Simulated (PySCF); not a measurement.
Isomers of C5H11NOS, one GFN2-xTB conformer each. Single-point energies are computed at PBE0/pcSseg-1 (PySCF, gas phase, no added dispersion term), electronic only.

```
               SMILES  GFN2-xTB relative energy (kcal/mol)
        COCC(=S)N(C)C                                 12.1
NC[C@@H]1CC[S@](=O)C1                                 21.0
        CN(C)C(=O)CCS                                  0.0
```

Conformers: `[CH3:1][O:2][CH2:3][C:4](=[S:5])[N:6]([CH3:7])[CH3:8]` with C1–O2–C3–C4 70°, O2–C3–C4–S5 -131°, C3–C4–N6–C7 -178°; `[NH2:1][CH2:2][C@@H:3]1[CH2:4][CH2:5][S@:6](=[O:7])[CH2:8]1` with H–N1–C2–C3 176° and -66°, N1–C2–C3–C4 -160°, C2–C3–C4–C5 -72°, C3–C4–C5–S6 -34°, C4–C5–S6–O7 116°, C5–S6–C8–C3 20°; `[CH3:1][N:2]([CH3:3])[C:4](=[O:5])[CH2:6][CH2:7][SH:8]` with C1–N2–C4–O5 -179°, N2–C4–C6–C7 -178°, C4–C6–C7–S8 -70°, C6–C7–S8–H 66°.

Question: What does PBE0/pcSseg-1 give for the same structures?

Answer: 
```json
{"SMILES": "CN(C)C(=O)CCS", "PBE0/pcSseg-1 E (Eh)": "-724.75877", "PBE0/pcSseg-1 (kcal/mol)": "0.0", "GFN2-xTB (kcal/mol)": "0.0", "point group": "C1"}
{"SMILES": "COCC(=S)N(C)C", "PBE0/pcSseg-1 E (Eh)": "-724.71826", "PBE0/pcSseg-1 (kcal/mol)": "25.4", "GFN2-xTB (kcal/mol)": "12.1", "point group": "C1"}
{"SMILES": "NC[C@@H]1CC[S@](=O)C1", "PBE0/pcSseg-1 E (Eh)": "-724.69408", "PBE0/pcSseg-1 (kcal/mol)": "40.6", "GFN2-xTB (kcal/mol)": "21.0", "point group": "C1"}
```

Both levels put the same isomer lowest; measured from each level's own lowest isomer, the values differ by up to 19.6 kcal/mol (NC[C@@H]1CC[S@](=O)C1: 21.0 against 40.6). As drawn, the lowest has a C=O bond, an S–H bond and a C(=O)–N unit, which the highest lacks; the highest has an N–H bond and an S=O bond, which the lowest lacks.

Question: Which frontier levels, dipoles and rotational constants go with these structures?

Answer: 
```tsv
SMILES	HOMO (eV, PBE0/pcSseg-1)	LUMO (eV)	dipole (D)	A, B, C (MHz)
CN(C)C(=O)CCS	-6.43	0.57	5.06	3602, 883.2, 781.2
COCC(=S)N(C)C	-5.86	-0.81	3.86	2008, 1463, 997.4
NC[C@@H]1CC[S@](=O)C1	-6.40	0.92	2.73	2602, 1381, 1145
```
